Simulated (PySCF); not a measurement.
## Field gradients at the hydrogen positions

C₆H₁₀P₂Si.
Cartesian coordinates in Å at the GFN2-xTB level; atoms count from 1:
```xyz
19
C6H10P2Si angstrom
C     -3.1442    0.0392   -0.6937
C     -2.4056   -0.7278    0.4018
C     -0.9971   -0.1978    0.5426
P     -0.8174    1.1821    1.5865
C      0.8664    1.5707    1.4467
C      1.8372    0.9454    0.6927
C      1.6905   -0.1586   -0.1330
Si     3.2204   -0.8117   -1.0406
P      0.1996   -1.0221   -0.4157
H     -3.1872    1.0987   -0.4445
H     -2.6218   -0.0685   -1.6433
H     -4.1587   -0.3357   -0.8088
H     -2.3784   -1.7901    0.1425
H     -2.9462   -0.6159    1.3458
H      1.1741    2.4252    2.0405
H      2.8370    1.3667    0.7545
H      2.8258   -1.9528   -1.8636
H      4.2261   -1.2035   -0.0479
H      3.7695    0.2657   -1.8699
```

Level: PBE0/pcSseg-1 (PySCF, non-relativistic); Q(2H) = 0.00286 b; rigid geometry, the same for H and D, with no vibrational averaging.

Problem. Rank these positions by the coupling χzz of a deuteron there, largest first.
A. H14 (methylene hydrogen)
B. H16 (aromatic hydrogen)
C. H17 (Si–H hydrogen)
D. H15 (aromatic hydrogen)

Solution. D (214 kHz), B (209 kHz), A (201 kHz), C (109 kHz).

Problem. Give the electric field gradient Vzz (the principal value of largest size), its asymmetry and the 2H coupling at each hydrogen.

Solution. 
```json
{"atom": "H10", "bonded to": "C1", "bond length (Å)": "1.089", "Vzz (au)": "0.3095", "η": "0.03", "χzz (kHz)": "208"}
{"atom": "H11", "bonded to": "C1", "bond length (Å)": "1.089", "Vzz (au)": "0.3099", "η": "0.03", "χzz (kHz)": "208"}
{"atom": "H12", "bonded to": "C1", "bond length (Å)": "1.088", "Vzz (au)": "0.3159", "η": "0.02", "χzz (kHz)": "212"}
{"atom": "H13", "bonded to": "C2", "bond length (Å)": "1.094", "Vzz (au)": "0.2972", "η": "0.04", "χzz (kHz)": "200"}
{"atom": "H14", "bonded to": "C2", "bond length (Å)": "1.094", "Vzz (au)": "0.2984", "η": "0.03", "χzz (kHz)": "201"}
{"atom": "H15", "bonded to": "C5", "bond length (Å)": "1.085", "Vzz (au)": "0.3178", "η": "0.07", "χzz (kHz)": "214"}
{"atom": "H16", "bonded to": "C6", "bond length (Å)": "1.087", "Vzz (au)": "0.3103", "η": "0.08", "χzz (kHz)": "209"}
{"atom": "H17", "bonded to": "Si8", "bond length (Å)": "1.461", "Vzz (au)": "0.1628", "η": "0.02", "χzz (kHz)": "109"}
{"atom": "H18", "bonded to": "Si8", "bond length (Å)": "1.466", "Vzz (au)": "0.1606", "η": "0.02", "χzz (kHz)": "108"}
{"atom": "H19", "bonded to": "Si8", "bond length (Å)": "1.466", "Vzz (au)": "0.1606", "η": "0.02", "χzz (kHz)": "108"}
```

Problem. Average by the element that carries the hydrogen.

Solution. on C: 207 kHz over 7 positions, mean bond length 1.089 Å; on Si: 108 kHz over 3 positions, mean bond length 1.465 Å.

Problem. How does χzz go with the bond length over the 7 C–H bonds?

Solution. A straight-line fit has a slope of -15.2 kHz for each 0.01 Å, with a correlation coefficient of -0.95, over lengths from 1.085 to 1.094 Å. The longer bonds have the smaller couplings here.

The structure is a single GFN2-xTB conformer in the gas phase; no vibrational or solvent corrections. GFN2-xTB bond lengths can be off by several hundredths of an ångström, more for odd bonds, and the gradients follow them. With a basis this small, the couplings can be 20 % off.
